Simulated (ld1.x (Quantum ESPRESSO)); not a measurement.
What one change does to a pseudopotential (zinc, PAW)

```json
{
  "Element": "Zn (Z = 30)",
  "Generator": "ld1.x (Quantum ESPRESSO) 7.5",
  "Type": "PAW",
  "Functional": "PBEsol",
  "Relativity": "scalar-relativistic",
  "Frozen core": "[Ar]",
  "Valence charge": "12",
  "Reference configuration": "3d10 4s1 4p1",
  "Partial waves": "4s (bound): rcut 1.45, rcutus 2.00 bohr; 4s channel at 0.1 Ry: rcut 1.45, rcutus 2.00 bohr; 4p (bound): rcut 2.60, rcutus 2.85 bohr; 4p channel at 2.6 Ry: rcut 2.60, rcutus 2.85 bohr; 3d (bound): rcut 0.70, rcutus 0.85 bohr; 3d channel at 2.65 Ry: rcut 0.70, rcutus 0.85 bohr",
  "Local potential": "all-electron potential smoothed inside 0.80 bohr (lloc = -1)",
  "Core correction": "Bessel-smoothed model core inside 0.90 bohr",
  "Augmentation charge": "BESSEL, radius 0.70 bohr"
}
```

All-electron outer shells of the reference configuration (PBEsol, scalar-relativistic, ld1.x):

| shell | level (eV) | outermost node (bohr) | outermost maximum (bohr) |
| --- | --- | --- | --- |
| 3s | -131.16 | 0.28 | 0.59 |
| 3p | -85.50 | 0.25 | 0.59 |
| 3d | -12.36 | – | 0.57 |
| 4s | -7.41 | 0.85 | 2.04 |
| 4p | -2.09 | 0.92 | 2.89 |

Change: wave 4s channel at 0.1 Ry: rcut 1.45, rcutus 2.00 bohr becomes 4s channel at 6.12 Ry: rcut 1.45, rcutus 2.00 bohr.

Cutoffs: the cutoffs (Ry, on a coarse ladder) from which the occupation-weighted sum of valence levels, in a spherical-Bessel basis at the reference potential, stays within 10 and 1 mRy of its value at 400 Ry; they do not see the model core or the augmentation charge, which bear on the density cutoff. Errors are all-electron minus pseudo energies relative to the spin-unpolarised reference configuration.

Task: What does the change do?

Result: The bound ghosts move from p, s to p; of the 6 tests that both files solve, the error grows in 1 and shrinks in 0 by more than 15 % and 0.3 meV (median size 95.5 → 102.0 meV).

```csv
quantity,base,changed
"cutoffs, loose and tight","200 Ry, over 300 Ry",not determined
bound ghosts,"s, p","p (s not tested, overlap not positive)"
"tests counted (converged, no solver errors)",6 of 7,6 of 7
"error for 3d10 4s2 4p0, meV [ΔE -5.13 eV]",+8.7,+8.0
"error for 3d10 4s1 4p0, meV [ΔE 4.77 eV]",+95,+92
"error for 3d10 4s0 4p0, meV [ΔE 23.12 eV]",+444,+444
"error for 3d9 4s0 4p0, meV [ΔE 63.63 eV]",+171,+171
"error for 3d10 4s0 4p2, meV [ΔE 5.48 eV]",+23,+23
"error for 3d9 4s2 4p0, meV [ΔE 12.81 eV]",-96,-112
s: phases at 3.10 bohr within 0.05 rad from the reference energy up to (Ry; the scan ends near 5),to the end of the scan,to the end of the scan
p: phases at 3.10 bohr within 0.05 rad from the reference energy up to (Ry; the scan ends near 5),to the end of the scan,to the end of the scan
d: phases at 3.10 bohr within 0.05 rad from the reference energy up to (Ry; the scan ends near 5),to the end of the scan,to the end of the scan
lowest overlap eigenvalue by channel,"s 0.05, p 0.07, d 0.90","s -0.02, p 0.07, d 0.90"
```

Base: Tests not counted: 3d9 4s2 4p1 (solver errors, printed error -3.1 eV). Changed file: the overlap operator is not positive definite in a basis up to 400 Ry (lowest eigenvalue s -0.02), so the file is unfit for use: the generalised eigenproblem breaks down once the basis is large enough, and its test numbers describe a broken file. Tests not counted: 3d9 4s2 4p1 (solver errors, printed error -2.4 eV). A true bound ghost makes a file unfit for plane-wave use even where its test errors are small: the radial tests pick states by their node count and pass the ghost by. Where a test does run into it, the solver fails or the error is huge.
